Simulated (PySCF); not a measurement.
Compound: C8H13F.
Atom-mapped SMILES: `[F:1][CH2:2][C@H:3]1[CH2:4][CH2:5][C:6]12[CH2:7][CH2:8][CH2:9]2` (hydrogens: H10, H11 on C2; H12 on C3; H13, H14 on C4; H15, H16 on C5; H17, H18 on C7; H19, H20 on C8; H21, H22 on C9)

The same species was optimised twice, with GFN2-xTB and with PBE0-D3(BJ)/def2-SVP (PySCF), and the same property calculations (PySCF, gas phase) were run on both structures.

| coordinate | GFN2-xTB | PBE0-D3(BJ)/def2-SVP | change |
| --- | --- | --- | --- |
| C2–C3 (Å) | 1.516 | 1.503 | -0.013 |
| C6–C9 (Å) | 1.538 | 1.547 | +0.009 |
| C5–C6 (Å) | 1.537 | 1.544 | +0.007 |
| C7–C8 (Å) | 1.536 | 1.541 | +0.005 |
| C4–C5 (Å) | 1.534 | 1.539 | +0.005 |
| C8–C9 (Å) | 1.536 | 1.540 | +0.004 |
| C3–C6 (Å) | 1.543 | 1.541 | -0.002 |
| F1–C2 (Å) | 1.377 | 1.376 | -0.001 |
| C3–C4 (Å) | 1.539 | 1.540 | +0.001 |
| C6–C7 (Å) | 1.536 | 1.535 | -0.001 |
| C3–C6–C7 (°) | 121.3 | 126.0 | +4.7 |
| C5–C6–C9 (°) | 117.9 | 115.3 | -2.6 |
| C2–C3–C4 (°) | 117.3 | 119.8 | +2.5 |
| C6–C9–C8 (°) | 89.6 | 88.0 | -1.6 |
| C4–C5–C6 (°) | 89.9 | 88.5 | -1.4 |
| C6–C7–C8 (°) | 89.8 | 88.4 | -1.4 |
| C7–C8–C9 (°) | 89.6 | 88.3 | -1.3 |
| C7–C6–C9 (°) | 89.5 | 88.3 | -1.2 |
| F1–C2–C3–C4 (°) | 76 | 71 | -5 |

Rotational constants: A = 2708, B = 1125, C = 939.1 MHz (GFN2-xTB) against A = 2840, B = 1095, C = 934.2 MHz (PBE0-D3(BJ)/def2-SVP). Point groups within 0.08 Å: C1 and C1.

On the GFN2-xTB structure: HOMO (eV) -7.86 [PBE0/pcSseg-1]; LUMO (eV) 1.27 [PBE0/pcSseg-1]; dipole (D) 1.95 [PBE0/pcSseg-1]; GIAO shielding of F1 (ppm) 431.0 [PBE0/pcSseg-1]; GIAO shielding of C2 (ppm) 95.6 [PBE0/pcSseg-1]; GIAO shielding of C3 (ppm) 143.0 [PBE0/pcSseg-1]; GIAO shielding of C4 (ppm) 163.4 [PBE0/pcSseg-1]; GIAO shielding of C5 (ppm) 150.0 [PBE0/pcSseg-1]; GIAO shielding of C6 (ppm) 148.1 [PBE0/pcSseg-1]; GIAO shielding of C7 (ppm) 150.2 [PBE0/pcSseg-1]; GIAO shielding of C8 (ppm) 171.5 [PBE0/pcSseg-1].

Q: What do these properties become on the PBE0-D3(BJ)/def2-SVP structure?

A: 
| property | level | on GFN2-xTB | on PBE0-D3(BJ)/def2-SVP | change |
| --- | --- | --- | --- | --- |
| HOMO (eV) | PBE0/pcSseg-1 | -7.86 | -8.05 | -0.19 |
| LUMO (eV) | PBE0/pcSseg-1 | 1.27 | 1.29 | +0.02 |
| dipole (D) | PBE0/pcSseg-1 | 1.95 | 1.95 | 0.00 |
| energy, GFN2-xTB geometry as zero (kcal/mol) | PBE0/pcSseg-1 | 0.0 | -2.3 | -2.3 |
| GIAO shielding of F1 (ppm) | PBE0/pcSseg-1 | 431.0 | 431.9 | +0.9 |
| GIAO shielding of C2 (ppm) | PBE0/pcSseg-1 | 95.6 | 97.3 | +1.7 |
| GIAO shielding of C3 (ppm) | PBE0/pcSseg-1 | 143.0 | 142.4 | -0.6 |
| GIAO shielding of C4 (ppm) | PBE0/pcSseg-1 | 163.4 | 159.7 | -3.7 |
| GIAO shielding of C5 (ppm) | PBE0/pcSseg-1 | 150.0 | 149.2 | -0.8 |
| GIAO shielding of C6 (ppm) | PBE0/pcSseg-1 | 148.1 | 141.9 | -6.2 |
| GIAO shielding of C7 (ppm) | PBE0/pcSseg-1 | 150.2 | 149.5 | -0.7 |
| GIAO shielding of C8 (ppm) | PBE0/pcSseg-1 | 171.5 | 166.1 | -5.4 |

The heavy atoms differ by 0.139 Å rms after alignment. Among bonds between heavy atoms C2–C3 changes most (-0.013 Å). Changes are differences of the printed values. Neither structure is proved a minimum here.

Shape of the structure used: `[F:1][CH2:2][C@H:3]1[CH2:4][CH2:5][C:6]12[CH2:7][CH2:8][CH2:9]2`: F1–C2–C3–C4 71°.
